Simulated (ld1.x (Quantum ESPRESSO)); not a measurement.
**Zr: excitation energies, all-electron against TM**

Zr, norm-conserving Troullier–Martins (Kleinman–Bylander form), made with ld1.x (Quantum ESPRESSO) 7.5 (PBEsol, fully relativistic). Core [Kr], reference 4d2 5s1 5p0 (charge +1). Waves: 5s (bound): rc 2.15 bohr; 4d (bound): rc 1.70 bohr; 5p (bound, empty): rc 3.45 bohr. Local part: the p channel. Core correction: Bessel-smoothed model core, default radius (core density twice the valence density).

Open shells are filled in proportion to 2j + 1 (rel_dist='average').

Energies are relative to the spin-unpolarised reference configuration 4d2 5s1 5p0; without spin polarisation the order of configurations can differ from experiment. The p channel is local and has no spin–orbit splitting in the pseudo-atom.

```
valence configuration  charge  ΔE all-electron (eV)  error AE − PS (meV)
          4d2 5s2 5p0       0                -7.171                 -2.0
          4d2 5s0 5p0      +2                12.909                  -27
      4d2.5 5s1.5 5p0       0                -6.650                  -24
          4d1 5s2 5p1       0                -4.152                 -145
          4d1 5s2 5p0      +1                 0.510                  -81
```

**Question.** What are ΔE and the potential's error for 4d1 5s0 5p0?

**Answer.** ΔE = 35.491 eV all-electron; the error (AE − PS) is -431 meV.

**Question.** What are ΔE and the potential's error for 4d3 5s1 5p0?

**Answer.** ΔE = -5.961 eV all-electron; the error (AE − PS) is -80 meV.

Levels in the configuration 4d2.5 5s1.5 5p0:

```tsv
level	all-electron (eV)	pseudo (eV)
4d j=3/2	-2.997	-2.923
4d j=5/2	-2.877	-2.805
5s j=1/2	-4.146	-4.154
```
